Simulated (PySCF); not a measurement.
## Orbital picture of HgO⁺

HSE06 at R = 2.017 Å; PySCF, scalar-relativistic core potentials, basis sets Hg def2-SVPD with ECP60, O def2-SVPD. State: ²Π (doublet), unpaired electrons π ↑. Only the outer orbitals are listed, counted within each symmetry, core potentials removing the inner ones.

```csv
spin,orbital,occ.,ε (eV),on Hg (%),main shells (%)
α,5σ,1,-21.48,78,"78 Hg d, 18 O p"
α,2π,1,-21.25,89,"89 Hg d, 11 O p"
α,2π,1,-21.02,96,96 Hg d
α,1δ,1,-20.60,100,100 Hg d
α,1δ,1,-20.60,100,100 Hg d
α,3π,1,-18.09,12,"88 O p, 11 Hg d"
α,6σ,1,-17.31,42,"56 O p, 25 Hg s, 16 Hg d"
α,3π,1,-16.05,6,94 O p
α,7σ,0,-12.42,83,"71 Hg s, 18 O p, 9 Hg p"
α,4π,0,-6.58,100,100 Hg p
α,4π,0,-6.44,100,100 Hg p
β,4σ,1,-30.79,6,92 O s
β,2π,1,-21.08,97,97 Hg d
β,5σ,1,-21.06,86,86 Hg d
β,2π,1,-21.02,99,99 Hg d
β,1δ,1,-20.67,100,100 Hg d
β,1δ,1,-20.66,100,100 Hg d
β,6σ,1,-16.28,60,"55 Hg s, 38 O p"
β,3π,1,-15.16,5,95 O p
β,7σ,0,-11.88,60,"41 Hg s, 41 O p, 15 Hg p"
β,3π,0,-11.17,8,92 O p
β,4π,0,-6.68,100,100 Hg p
```

Q: Which are the highest filled and the lowest empty level, where do they sit, and how wide is the gap?

A: Highest filled β 3π at -15.16 eV (in %: 95 O p); lowest empty α 7σ at -12.42 eV (in %: 71 Hg s, 18 O p, 9 Hg p); the gap at HSE06 is 2.74 eV.

* bond order (Mayer): 0.96
* ⟨S²⟩: 0.841
* charge on Hg (Mulliken, basis-dependent): 1.22
* charge on Hg (Löwdin, basis-dependent): 1.28
* dipole moment (positive dipole points towards O; it is taken about the centre of mass and depends on that origin): -2.23 D

Spin–orbit coupling is left out. The state is the lowest determinant that a PBE0 search found; another state may lie lower at other levels.
